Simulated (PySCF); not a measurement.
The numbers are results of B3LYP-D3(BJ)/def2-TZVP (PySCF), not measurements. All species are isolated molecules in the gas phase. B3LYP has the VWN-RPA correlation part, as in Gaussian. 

Reference species (SMILES): `[F][Ge]([F])([F])[F]` (neutral, multiplicity 1).

```yaml
S1 oscillator strength: 0.000
HOMO–LUMO gap: 10.02 eV
LUMO: -2.34 eV
```

After one change: the S1 oscillator strength is nearly the same; the HOMO–LUMO gap falls by 3.44 eV; the LUMO drops by 0.44 eV.

Question: What was changed between the two runs? The new species is one of these.
A) `[F][Ge]([F])([Cl])[Cl]`
B) `[F][Ge]([F])([F])[Cl]`
C) `[F][Ge]([Cl])([Cl])[Cl]`
D) `[Cl][Ge]([Cl])([Cl])[Cl]`

Answer: D, `[Cl][Ge]([Cl])([Cl])[Cl]`
